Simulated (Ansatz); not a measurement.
The same path of BGeH$_{5}$OS (9 atoms, charge 0, multiplicity 1) was run twice with different band settings. The coordinate that changes most is the dihedral H6–B2–Ge3–H8.

All numbers below come from RKS PBE0/def2-mTZVP (Ansatz 0.2.0).

Relaxed end points:

```xyz
9
Properties=species:S:1:pos:R:3
O 0.036 0.876 -1.997
B 0.109 0.870 -0.651
Ge 0.434 -0.932 0.325
S -1.304 -1.256 1.719
H -0.151 1.746 -2.372
H -0.045 1.887 -0.031
H 1.736 -0.953 1.156
H 0.402 -2.180 -0.573
H -1.128 -0.104 2.407
```

```xyz
9
Properties=species:S:1:pos:R:3
O -0.736 1.530 -0.344
B 0.429 0.880 -0.545
Ge 0.567 -1.050 0.203
S -1.338 -1.559 1.267
H -0.757 2.423 -0.710
H 1.327 1.414 -1.135
H 1.730 -1.211 1.204
H 0.799 -2.090 -0.913
H -1.933 -0.384 0.955
```

Common settings: spring 5.0 eV/Å²; optimiser quadratic models (default); start path IDPP; force threshold 0.05 eV/Å; iteration limit 60; end points relaxed.

| run | movable images | climbing image |
| --- | --- | --- |
| 1 | 7 | yes |
| 2 | 6 | no |

Q: What does each run give, and how far can it be trusted?

A: Run 1: converged after 17 iterations, highest image 0.042 eV above the first end. A vibrational analysis at the climbing image gives one clearly imaginary mode, 72i cm⁻¹: a first-order saddle point.
Run 2: converged after 8 iterations, highest image 0.048 eV above the first end. No image climbed, so the highest image needn't sit at the top of the path.
